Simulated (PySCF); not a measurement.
Coordinates in bohr (charge 0 multiplicity 2):
```
Ge    0.0000    0.0000   -0.5338
F     3.0089    0.0000    0.6994
F    -1.5045    2.6058    0.6994
F    -1.5045   -2.6058    0.6994
```

Computed with PySCF, UPBE0, basis Ge def2-TZVP, F def2-TZVP (no relativity, density fitting).

This geometry of GeF3 is a stationary point at this level.

Question: What is the point group?

Answer: C3v.

Question: Is it a minimum?

Answer: Yes: all harmonic wavenumbers are real.

Question: Which band is strongest in the infrared?

Answer: 727 cm⁻¹ (e), 237 km/mol.

Question: What are the dipole moment and the gap between the highest occupied and lowest empty levels of either spin?

Answer: 2.10 D and 3.81 eV.

Question: Give the atomic charges and bond orders.

Answer: 
```tsv
atom	Mulliken	Löwdin	polar tensor	spin (Mulliken)	Mayer order to Ge1
Ge1	0.97	0.35	1.77	0.77	–
F2,3,4	-0.32	-0.12	-0.59	0.08	1.01
```

Only a few start shapes were tried, so a lower isomer may exist.
